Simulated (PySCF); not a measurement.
C8H11P.
Atom-mapped SMILES: `[CH3:1][c:2]1[cH:3][p:4][cH:5][c:6]([CH3:7])[c:8]1[CH3:9]` (hydrogens: H10, H11, H12 on C1; H13 on C3; H14 on C5; H15, H16, H17 on C7; H18, H19, H20 on C9)

The same species was optimised twice, with GFN2-xTB and with PBE0-D3(BJ)/def2-SVP (PySCF), and the same property calculations (PySCF, gas phase) were run on both structures.

```json
{"coordinate": "C2–C3 (Å)", "GFN2-xTB": "1.384", "PBE0-D3(BJ)/def2-SVP": "1.397", "change": "+0.013"}
{"coordinate": "C5–C6 (Å)", "GFN2-xTB": "1.382", "PBE0-D3(BJ)/def2-SVP": "1.395", "change": "+0.013"}
{"coordinate": "C2–C8 (Å)", "GFN2-xTB": "1.400", "PBE0-D3(BJ)/def2-SVP": "1.413", "change": "+0.013"}
{"coordinate": "C6–C8 (Å)", "GFN2-xTB": "1.402", "PBE0-D3(BJ)/def2-SVP": "1.414", "change": "+0.012"}
{"coordinate": "C1–C2 (Å)", "GFN2-xTB": "1.506", "PBE0-D3(BJ)/def2-SVP": "1.508", "change": "+0.002"}
{"coordinate": "C6–C7 (Å)", "GFN2-xTB": "1.503", "PBE0-D3(BJ)/def2-SVP": "1.505", "change": "+0.002"}
{"coordinate": "P4–C5 (Å)", "GFN2-xTB": "1.728", "PBE0-D3(BJ)/def2-SVP": "1.730", "change": "+0.002"}
{"coordinate": "C3–P4 (Å)", "GFN2-xTB": "1.728", "PBE0-D3(BJ)/def2-SVP": "1.730", "change": "+0.002"}
{"coordinate": "C8–C9 (Å)", "GFN2-xTB": "1.503", "PBE0-D3(BJ)/def2-SVP": "1.504", "change": "+0.001"}
{"coordinate": "C5–C6–C7 (°)", "GFN2-xTB": "117.6", "PBE0-D3(BJ)/def2-SVP": "118.3", "change": "+0.7"}
{"coordinate": "C1–C2–C3 (°)", "GFN2-xTB": "117.0", "PBE0-D3(BJ)/def2-SVP": "117.7", "change": "+0.7"}
{"coordinate": "C5–C6–C8 (°)", "GFN2-xTB": "123.1", "PBE0-D3(BJ)/def2-SVP": "122.6", "change": "-0.5"}
{"coordinate": "C3–C2–C8 (°)", "GFN2-xTB": "122.6", "PBE0-D3(BJ)/def2-SVP": "122.1", "change": "-0.5"}
{"coordinate": "C2–C8–C9 (°)", "GFN2-xTB": "120.5", "PBE0-D3(BJ)/def2-SVP": "120.2", "change": "-0.3"}
{"coordinate": "C3–P4–C5 (°)", "GFN2-xTB": "99.1", "PBE0-D3(BJ)/def2-SVP": "99.4", "change": "+0.3"}
{"coordinate": "C2–C8–C6 (°)", "GFN2-xTB": "121.8", "PBE0-D3(BJ)/def2-SVP": "122.1", "change": "+0.3"}
{"coordinate": "C1–C2–C8 (°)", "GFN2-xTB": "120.4", "PBE0-D3(BJ)/def2-SVP": "120.2", "change": "-0.2"}
```

Rotational constants: A = 1709, B = 1488, C = 807.5 MHz (GFN2-xTB) against A = 1691, B = 1471, C = 798.3 MHz (PBE0-D3(BJ)/def2-SVP).

On the GFN2-xTB structure: HOMO (eV) -6.66 [PBE0/pcSseg-1]; LUMO (eV) -1.18 [PBE0/pcSseg-1]; dipole (D) 2.71 [PBE0/pcSseg-1]; GIAO shielding of C1/C7 (mean) (ppm) 158.3 [PBE0/pcSseg-1]; GIAO shielding of C2/C6 (mean) (ppm) 40.1 [PBE0/pcSseg-1]; GIAO shielding of C3/C5 (mean) (ppm) 23.0 [PBE0/pcSseg-1]; GIAO shielding of P4 (ppm) 104.0 [PBE0/pcSseg-1]; GIAO shielding of C8 (ppm) 45.4 [PBE0/pcSseg-1]; GIAO shielding of C9 (ppm) 167.5 [PBE0/pcSseg-1].

Problem. What do these properties become on the PBE0-D3(BJ)/def2-SVP structure?

Solution. 
```json
{"property": "HOMO (eV)", "level": "PBE0/pcSseg-1", "on GFN2-xTB": "-6.66", "on PBE0-D3(BJ)/def2-SVP": "-6.66", "change": "0.00"}
{"property": "LUMO (eV)", "level": "PBE0/pcSseg-1", "on GFN2-xTB": "-1.18", "on PBE0-D3(BJ)/def2-SVP": "-1.21", "change": "-0.03"}
{"property": "dipole (D)", "level": "PBE0/pcSseg-1", "on GFN2-xTB": "2.71", "on PBE0-D3(BJ)/def2-SVP": "2.74", "change": "+0.03"}
{"property": "energy, GFN2-xTB geometry as zero (kcal/mol)", "level": "PBE0/pcSseg-1", "on GFN2-xTB": "0.0", "on PBE0-D3(BJ)/def2-SVP": "-0.5", "change": "-0.5"}
{"property": "GIAO shielding of C1/C7 (mean) (ppm)", "level": "PBE0/pcSseg-1", "on GFN2-xTB": "158.3", "on PBE0-D3(BJ)/def2-SVP": "156.9", "change": "-1.4"}
{"property": "GIAO shielding of C2/C6 (mean) (ppm)", "level": "PBE0/pcSseg-1", "on GFN2-xTB": "40.1", "on PBE0-D3(BJ)/def2-SVP": "37.1", "change": "-3.0"}
{"property": "GIAO shielding of C3/C5 (mean) (ppm)", "level": "PBE0/pcSseg-1", "on GFN2-xTB": "23.0", "on PBE0-D3(BJ)/def2-SVP": "21.4", "change": "-1.6"}
{"property": "GIAO shielding of P4 (ppm)", "level": "PBE0/pcSseg-1", "on GFN2-xTB": "104.0", "on PBE0-D3(BJ)/def2-SVP": "105.9", "change": "+1.9"}
{"property": "GIAO shielding of C8 (ppm)", "level": "PBE0/pcSseg-1", "on GFN2-xTB": "45.4", "on PBE0-D3(BJ)/def2-SVP": "42.1", "change": "-3.3"}
{"property": "GIAO shielding of C9 (ppm)", "level": "PBE0/pcSseg-1", "on GFN2-xTB": "167.5", "on PBE0-D3(BJ)/def2-SVP": "165.7", "change": "-1.8"}
```

The heavy atoms differ by 0.017 Å rms after alignment. Among bonds between heavy atoms C2–C3, C2–C8, C5–C6 and C6–C8 change most and about equally (+0.012 to +0.013 Å). Changes are differences of the printed values. Neither structure is proved a minimum here.
